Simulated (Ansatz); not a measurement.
This geometry of CH$_{3}$OSSb (7 atoms, charge 0, multiplicity 1) is a first-order saddle point.

Level of theory: RKS PBE/def2-SVP (Ansatz).

```xyz
7
Properties=species:S:1:pos:R:3
O 0.320 -1.882 -0.305
C 0.188 -0.825 0.230
S 1.428 -0.180 1.537
Sb -1.564 0.579 0.057
H 2.171 0.421 0.565
H -0.512 1.793 -0.590
H -1.969 0.026 -1.540
```

(1) Which two structures does it join? (They come from a converged band through this point; their orientation in space is the band's.)

(2) How far does it lie above each of them?

Results:

(1) No bond is made or broken. The dihedral Sb4–C2–S3–H5 goes from -8 to 174°.

Image 0:

```xyz
7
Properties=species:S:1:pos:R:3
O -0.035 -2.127 0.112
C 0.201 -0.958 0.276
S 1.836 -0.406 0.843
Sb -1.461 0.584 0.037
H 1.563 0.925 0.766
H -0.374 1.840 -0.476
H -1.669 0.074 -1.604
```

Image 6:

```xyz
7
Properties=species:S:1:pos:R:3
O 0.209 -1.820 0.252
C 0.173 -0.616 0.294
S 1.564 0.437 0.763
Sb -1.733 0.553 -0.100
H 2.417 -0.597 1.039
H -0.860 1.981 -0.556
H -1.710 -0.006 -1.739
```

(2) 7.9 kcal/mol above the first and 10.0 kcal/mol above the second. This is the barrier of this one path; another mechanism may lie lower.

Time of the run: 4.3 min on 1 thread of Intel(R) Xeon(R) Platinum 8488C (Sapphire Rapids) (shared host), peak memory 0.27 GiB.
